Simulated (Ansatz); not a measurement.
Two members of one family ((LiSH)n), computed with Ansatz in the gas phase. The two geometries come from different levels. Binding counts from free atoms in the multiplicity of their measured ground term, without zero-point energy. The structures are stationary points that may keep the symmetry of their start.

First: (LiSH)2 ring (singlet, charge 0, PBE-D4/def2-TZVP geometry).

```xyz
6

Li    0.6005   -1.0647    0.5835
S    -0.5640   -1.2592   -1.4149
Li    0.0197    0.9437   -0.9723
S     1.3586    1.1036    0.9176
H    -1.8180   -1.2262   -0.9048
H     0.4032    1.5026    1.7909
```

```tsv
level	HOMO (eV)	LUMO (eV)	gap (eV)	binding per atom (eV)
PBE-D4/def2-TZVP	-5.46	-1.38	4.09	2.78
revPBE-D4/def2-TZVP	-5.40	-1.34	4.06	2.72
r2SCAN-D4/def2-TZVP	-5.70	-0.78	4.92	2.78
PBE0-D4/def2-SVP	-6.49	-0.79	5.69	2.77
CAM-B3LYP-D4/def2-TZVP	-7.92	-0.30	7.62	2.78
```

Second: (LiSH)3 ring (singlet, charge 0, r2SCAN-D4/def2-SVP geometry).

```tsv
atom	x (Å)	y (Å)	z (Å)
Li1	-0.0782	-1.9562	-0.2333
S2	-1.0878	-1.0093	-2.0983
Li3	-0.9526	1.1634	-1.2859
S4	-0.2120	2.5239	0.4465
Li5	0.5889	0.7567	1.7235
S6	0.9071	-1.5398	1.8272
H7	0.0070	-0.9712	-2.8941
H8	0.9661	2.8902	-0.1090
H9	-0.1385	-1.8578	2.6234
```

Problem. Estimate how these quantities change from the first to the second (second minus first).

Solution. 
| level | Δ HOMO (eV) | Δ LUMO (eV) | Δ gap (eV) | Δ binding per atom (eV) |
| --- | --- | --- | --- | --- |
| PBE-D4/def2-TZVP | -0.33 | 0.05 | 0.38 | 0.09 |
| revPBE-D4/def2-TZVP | -0.33 | 0.09 | 0.41 | 0.09 |
| r2SCAN-D4/def2-TZVP | -0.35 | -0.04 | 0.32 | 0.08 |
| PBE0-D4/def2-SVP | -0.37 | 0.06 | 0.42 | 0.10 |
| CAM-B3LYP-D4/def2-TZVP | -0.37 | 0.12 | 0.49 | 0.09 |
